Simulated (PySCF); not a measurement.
## Static response to an electric field

Compound: SbH2Me, CH5Sb.
Geometry (PBE0-D3(BJ)/def2-SVP, Å), atoms numbered from 1 in this order:
```
atom  x, y, z in Å
Sb1    0.4880    0.8624    1.0043
H2     1.9180    0.8671    0.0515
H3    -0.1997    2.0987    0.0288
C4    -0.4326   -0.7480   -0.1349
H5     0.0654   -1.6935    0.1209
H6    -0.3457   -0.5665   -1.2133
H7    -1.4933   -0.8201    0.1427
```

Level: B3LYP/def2-SVPD (PySCF), static field, nuclei fixed, core orbitals frozen in the response. The polarisability tensor in these axes (au):

```
x   57.81  4.75  2.44
y    4.75 63.40  4.29
z    2.44  4.29 57.86
```

What are the eigenvalues, a third of the trace, and Δα (Δα² = ½Σ(αi − αj)² over the three pairs)?

Principal values 55.10, 55.55 and 68.42 au; mean 59.69 au = 8.85 Å³ = 9.84 × 10⁻⁴⁰ C²·m²/J; Δα = 13.10 au (22 % of the mean).

What is the dipole moment, and where does it point?

(-0.34, -0.59, -0.01) D, 0.68 D in size, pointing from the negative to the positive side. Measured along this direction, the outermost atoms are H3 and H2 at the negative end and H7 and H5 at the positive end.

Refractivity n − 1 of an ideal gas of it at 400 K and 1 atm, from the electronic α?

N = p/kT = 1.8347 × 10¹⁹ cm⁻³, so n − 1 = 2π × N × 8.85 × 10⁻²⁴ cm³ = 1020 × 10⁻⁶ at long wavelengths, for an ideal gas.

Molar refractivity from α?

Lorentz–Lorenz: R = (4π/3)N_A α = 2.5225 cm³/(mol·Å³) × 8.85 Å³ = 22.3 cm³/mol, in the limit of long wavelengths.

Sum over states: ᾱ = Σ f/ω², ω in Eh. What share falls to these 10 lowest TDDFT singlets (eV, f)? 5.62, 0.0872; 6.04, 0.0778; 6.21, 0.1555; 7.28, 0.0004; 7.30, 0.0987; 7.57, 0.0055; 7.80, 0.0134; 7.82, 0.0605; 8.12, 0.2050; 8.29, 0.1804.

They add up to 13.20 au, 22.1 % of the 59.69 au; the largest single term is 2.99 au, from the state at 6.21 eV. Terms in order: 2.05, 1.58, 2.99, 0.01, 1.37, 0.07, 0.16, 0.73, 2.30, 1.94 au. Higher excitations give the rest. The strengths listed sum to 0.884.

Geometry: PBE0-D3(BJ)/def2-SVP; no solvent, vibrations or thermal averaging. Atoms past krypton carry effective core potentials; spin–orbit coupling is left out.

The run behind these numbers computed excited states and ΔSCF ions as well. Hardware: one thread of an Arm Neoverse V2, no GPU (shared host). Cost: 6.1 s wall.
